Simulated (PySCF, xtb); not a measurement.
diglyme (C₆H₁₄O₃), SMILES COCCOCCOC.

Geometry: PBE-D3(BJ)/def2-SVP. Other conformers were not sampled.

The numbers are results of IEF-PCM-ωB97X/def2-SVP in PySCF, not measurements.

The values are the electrostatic part of the solvation free energy, E(continuum) − E(gas) at the gas-phase geometry, in a cavity of scaled van der Waals radii (PySCF's table); cavitation and dispersion terms are not included. In vacuum the orbital gap is 13.38 eV. The dipole moment in vacuum is 1.30 D.

```csv
solvent,ε,ΔG(elec) (kcal/mol),dipole (D),gap (eV)
water,78.36,-5.9,1.65,13.63
benzene,2.27,[?],[?],[?]
chloroform,4.71,-4.2,1.53,13.56
```

Question: Fill in the missing entries. (Estimate from the structure and the level; the computed values follow.)

Answer: 
- benzene, ΔG(elec) (kcal/mol): -2.6
- benzene, dipole (D): 1.44
- benzene, gap (eV): 13.49

For comparison, GFN2-xTB/ALPB(water) (xtb, at the GFN2-xTB geometry, all terms of that model) gives -3.3 kcal/mol.
